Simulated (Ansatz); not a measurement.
A run for Ansatz (an electronic-structure program): U-r2SCAN/def2-TZVPP on CH2NO (SMILES [NH]C=O), 2S+1 = 2, atoms moved off the minimum.

Ansatz 0.2 input:
```yaml
crystal:
  periodic: [false, false, false]
  atoms:
    - {symbol: N, position_ang: [0.95207068, -0.68529225, -0.19671461]}
    - {symbol: C, position_ang: [-0.37441035, -0.32187685, 0.15038230]}
    - {symbol: O, position_ang: [-0.55276813, 1.04429573, -0.01391178]}
    - {symbol: H, position_ang: [1.57706407, 0.00925084, 0.00197062]}
    - {symbol: H, position_ang: [-1.08457975, -0.95608248, 0.34058601]}
basis:
  gaussian:
    orbitals: def2-TZVPP
hamiltonian:
  xc: {name: r2SCAN}
magnetization: {spin_polarized: true, initial_magnetization: 1}
output: {forces: true}
```

The head of its log:

```
WARN ansatz: RAYON_NUM_THREADS=1 ignored (pool sized by the plan → 1); use --threads N
Functional definition: r2SCAN
integrals: 0.03 GiB planned
604 factors; their error is unknown
mean field: 0.39 GiB planned
mean field evaluation 1: about -4598.5709 eV, gradient 3.3e1 eV
mean field evaluation 2: about -4578.2199 eV, gradient 6.6e1 eV
```

**Question.** What total energy does the run end on?

**Answer.** -169.1496 hartree.
